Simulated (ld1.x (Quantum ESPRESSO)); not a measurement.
**Reading a pseudo-wave (palladium)**

Columns: radius, all-electron u(r) and pseudo u(r) of the 4s shell (level -110.55 eV) of palladium in the configuration [Ar] 3d10 4s2 4p6 4d8 5s0 5p0; LDA (PZ), scalar-relativistic, TM scheme, ld1.x (Quantum ESPRESSO) 7.5.

```json
{"r (bohr)": "0.070", "all-electron": "-0.3561", "pseudo": "-0.1041"}
{"r (bohr)": "0.140", "all-electron": "-0.1898", "pseudo": "-0.2086"}
{"r (bohr)": "0.210", "all-electron": "0.4128", "pseudo": "-0.3138"}
{"r (bohr)": "0.280", "all-electron": "0.6695", "pseudo": "-0.4198"}
{"r (bohr)": "0.350", "all-electron": "0.5359", "pseudo": "-0.5268"}
{"r (bohr)": "0.420", "all-electron": "0.1859", "pseudo": "-0.6342"}
{"r (bohr)": "0.490", "all-electron": "-0.2213", "pseudo": "-0.7404"}
{"r (bohr)": "0.560", "all-electron": "-0.5889", "pseudo": "-0.8426"}
{"r (bohr)": "0.630", "all-electron": "-0.8728", "pseudo": "-0.9367"}
{"r (bohr)": "0.700", "all-electron": "-1.0634", "pseudo": "-1.0169"}
{"r (bohr)": "0.770", "all-electron": "-1.1686", "pseudo": "-1.0769"}
{"r (bohr)": "0.840", "all-electron": "-1.2042", "pseudo": "-1.1107"}
{"r (bohr)": "0.910", "all-electron": "-1.1875", "pseudo": "-1.1146"}
{"r (bohr)": "0.980", "all-electron": "-1.1345", "pseudo": "-1.0879"}
{"r (bohr)": "1.050", "all-electron": "-1.0585", "pseudo": "-1.0340"}
{"r (bohr)": "1.120", "all-electron": "-0.9697", "pseudo": "-0.9596"}
{"r (bohr)": "1.190", "all-electron": "-0.8757", "pseudo": "-0.8727"}
{"r (bohr)": "1.260", "all-electron": "-0.7819", "pseudo": "-0.7814"}
{"r (bohr)": "1.330", "all-electron": "-0.6917", "pseudo": "-0.6917"}
{"r (bohr)": "1.400", "all-electron": "-0.6073", "pseudo": "-0.6073"}
{"r (bohr)": "1.470", "all-electron": "-0.5298", "pseudo": "-0.5298"}
{"r (bohr)": "1.540", "all-electron": "-0.4598", "pseudo": "-0.4598"}
{"r (bohr)": "1.610", "all-electron": "-0.3972", "pseudo": "-0.3972"}
{"r (bohr)": "1.680", "all-electron": "-0.3418", "pseudo": "-0.3418"}
{"r (bohr)": "1.750", "all-electron": "-0.2931", "pseudo": "-0.2931"}
{"r (bohr)": "1.820", "all-electron": "-0.2507", "pseudo": "-0.2507"}
```

**Question.** How many radial nodes do the two functions have?

**Answer.** The all-electron 4s function has n − l − 1 = 3 (the table is too coarse to show those close to the nucleus); the pseudo-wave has 0, since the states of the same l below it are removed with the core.

**Question.** At about which radius was the pseudo-wave matched?

**Answer.** 1.40 bohr, where the columns begin to agree (steps of 0.07 bohr).

**Question.** Is the pseudo-wave norm-conserving?

**Answer.** Yes: the TM scheme keeps the norm inside the radius equal to the all-electron one, which fixes the energy derivative of the logarithmic derivative at the level.
